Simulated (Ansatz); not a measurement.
One change: `F[CH2][SnH2][Br]` becomes `F[CH2][SnH3]`.

Ansatz, PBE0-D4/def2-TZVP geometries, multiplicity 1. Each molecule was computed in one conformer, which needn't be the lowest.

Elements past krypton have def2 core potentials. Scalar relativity is left out up to krypton.

| property | `F[CH2][SnH2][Br]` |
| --- | --- |
| HOMO–LUMO gap (PBE0/def2-TZVPP) / eV | 7.03 |
| LUMO energy (ωB97M-V/def2-TZVPP) / eV | 0.75 |
| size of the dipole moment (B3LYP/def2-TZVPP) / D | 2.78 |
| LUMO energy (B3LYP/def2-TZVPP) / eV | -1.23 |
| HOMO energy (B3LYP/def2-TZVPP) / eV | -7.75 |
| HOMO energy (ωB97M-V/def2-TZVPP) / eV | -10.16 |

What does the change do to each property? (An estimate is asked.)

Ansatz gave: 
```tsv
property	`F[CH2][SnH3]`	shift
HOMO–LUMO gap (PBE0/def2-TZVPP) / eV	8.16	1.13
LUMO energy (ωB97M-V/def2-TZVPP) / eV	1.40	0.65
size of the dipole moment (B3LYP/def2-TZVPP) / D	1.50	-1.28
LUMO energy (B3LYP/def2-TZVPP) / eV	-0.16	1.07
HOMO energy (B3LYP/def2-TZVPP) / eV	-7.85	-0.10
HOMO energy (ωB97M-V/def2-TZVPP) / eV	-10.26	-0.10
```

With PBE0 the HOMO falls by 0.06 eV and the LUMO rises by 1.06 eV, so the gap widens by about 1.12 eV. PBE moves the HOMO by 0.00 eV and ωB97M-V by -0.10 eV. Dipoles are sizes alone; their direction can turn.

B3LYP here is the variant with VWN-RPA as its local correlation; programs differ in this.

Spin–orbit coupling is left out; it splits and shifts lone-pair levels of the heavy atoms by tenths of an eV.
